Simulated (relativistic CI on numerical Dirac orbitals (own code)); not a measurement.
Transition arrays of Sr19+

Method of calculation: Dirac-Coulomb-Breit CI, separate exchange-only KLI orbitals for each configuration, QED by a radiative potential, valence Slater integrals scaled by 0.9, whole transition arrays (own radial code, finite nucleus).

Configuration list (outside the closed core [Ne] 3s2): 3p6.3d, 3p6.4f, 3p5.3d2, 3p6.4p, 3p6.5f. Levels of other configurations are missing.

All E1 lines from the levels of 3p6.3d; mean and standard deviation are weighted by gf, and upper levels are sorted by their leading configuration.

```tsv
Upper configuration	Lines	Σgf	Mean (eV)	Mean (nm)	σ (eV)	Strongest line (nm)
3p6.4f	3	8.5	419.33	2.957	1.20	2.964
3p5.3d2	60	19.2	141.92	8.736	7.99	8.467
3p6.4p	3	0.3	338.01	3.668	1.16	3.663
3p6.5f	3	2.2	547.50	2.265	1.24	2.269
```

Σgf per state of the lower configuration in bins of 0.2 nm over the central range (centre: value): 2.3: 0.22, 2.9: 0.85, 3.7: 0.03, 8.3: 0.35, 8.5: 0.88, 8.9: 0.34, 9.3: 0.23, 9.7: 0.02, 10.1: 0.02.

Task: How do configuration mixing and the scaling of the Slater integrals move the arrays?

Result: Slater scale 0.9, no configuration mixing: 3p6.4f 419.0 ± 1.2 eV (Σgf 7.7), 3p5.3d2 141.9 ± 7.9 eV (Σgf 19.5), 3p6.4p 337.9 ± 1.2 eV (Σgf 0.4), 3p6.5f 547.4 ± 1.2 eV (Σgf 1.9); Slater scale 1: 3p6.4f 419.4 ± 1.2 eV (Σgf 8.6), 3p5.3d2 144.9 ± 8.5 eV (Σgf 19.5), 3p6.4p 338.0 ± 1.2 eV (Σgf 0.3), 3p6.5f 547.5 ± 1.2 eV (Σgf 2.3); Slater scale 0.8: 3p6.4f 419.3 ± 1.2 eV (Σgf 8.4), 3p5.3d2 138.9 ± 7.5 eV (Σgf 18.8), 3p6.4p 338.0 ± 1.2 eV (Σgf 0.3), 3p6.5f 547.5 ± 1.2 eV (Σgf 2.2). With mixing, levels are counted to their leading configuration, so an array can shrink or vanish into another, and the sums then hold other lines.
